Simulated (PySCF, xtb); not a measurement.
C3H2BrCl, SMILES ClC=C=CBr.

GFN2-xTB run with xtb 6.7.1 at its own geometry gives an orbital gap of 3.97 eV and a dipole moment of 2.76 D.

Geometry optimised at B3LYP-D3(BJ)/def2-SVP.

Problem. What does r2SCAN/def2-TZVP run with PySCF give? (The exact figures need the calculation; the answer reports its results.)

Solution. gap 4.57 eV (levels -6.80 and -2.23 eV), dipole 1.39 D.
